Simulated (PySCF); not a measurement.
A calculated (PW91, PySCF 2.14, aug-cc-pVTZ-DK3, the spin-free X2C one-electron Hamiltonian (Gaussian nucleus)) atom or ion has these occupied shells.

```
shell  electrons  orbital energy (eV)  rms radius, mean of both spins (bohr)
 1s α          1             -31598.0                                 0.0318
 1s β          1             -31598.0                                 0.0318
 2s α          1              -4873.8                                  0.130
 2s β          1              -4873.8                                  0.130
 2p α          3              -4382.7                                  0.115
 2p β          3              -4382.6                                  0.115
 3s α          1              -995.44                                  0.344
 3s β          1              -995.41                                  0.344
 3p α          3              -835.30                                  0.344
 3p β          3              -835.27                                  0.344
 3d α          5              -591.37                                  0.323
 3d β          5              -591.34                                  0.323
 4s α          1              -195.27                                  0.813
 4s β          1              -195.20                                  0.813
 4p α          3              -145.47                                  0.876
 4p β          3              -145.38                                  0.876
 4d α          5              -72.535                                   1.04
 4d β          5              -72.379                                   1.04
 5s α          1              -43.136                                   2.03
 5s β          1              -42.257                                   2.03
 5p α          1              -32.127                                   2.36
```

Name the element and its charge.

Te³⁺ (tellurium, charge +3), in [Kr] 4d10 5s2 5p1, 2P determinant.
